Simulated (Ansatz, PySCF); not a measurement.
Gas-phase reaction in SMILES: [SiH3]Cl [chlorosilane] -> [SiH2-]Cl + H+
Structures are relaxed separately at B3LYP-D3(BJ)/def2-TZVP in Ansatz (a program for electronic structure).

Quantity: gas-phase deprotonation energy (0 K, with B3LYP-D3(BJ) harmonic zero-point energies from PySCF), in kcal/mol. Cores are frozen in the correlated levels unless marked. No spin-orbit coupling. Non-relativistic. Anions need diffuse functions: aug- sets have them; def2-D sets add few; the other sets have none. Basis-set limits of correlation are two-point, X^-3; Hartree-Fock from the larger set.

```json
[
 {"level": "TPSS/def2-TZVPD", "program": "PySCF", "gas-phase deprotonation energy (kcal/mol)": "362.7"},
 {"level": "r2SCANh/def2-TZVPD", "program": "Ansatz", "gas-phase deprotonation energy (kcal/mol)": "(withheld)"},
 {"level": "SCS-MP2/6-31G", "program": "Ansatz", "gas-phase deprotonation energy (kcal/mol)": "344.6"},
 {"level": "SCS-MP2/aug-cc-pV(D+d)Z", "program": "Ansatz", "gas-phase deprotonation energy (kcal/mol)": "360.3"},
 {"level": "SCS-MP2/aug-cc-pV(T+d)Z", "program": "Ansatz", "gas-phase deprotonation energy (kcal/mol)": "363.7"},
 {"level": "SCS-MP2/cc-pV(T+d)Z", "program": "Ansatz", "gas-phase deprotonation energy (kcal/mol)": "367.7"},
 {"level": "CCSD(T)/CBS(def2-TZVPPD,def2-QZVPPD)", "program": "Ansatz", "gas-phase deprotonation energy (kcal/mol)": "361.7"}
]
```

Task: Complete the blanks.

Result: 
- r2SCANh/def2-TZVPD, gas-phase deprotonation energy (kcal/mol): 361.4
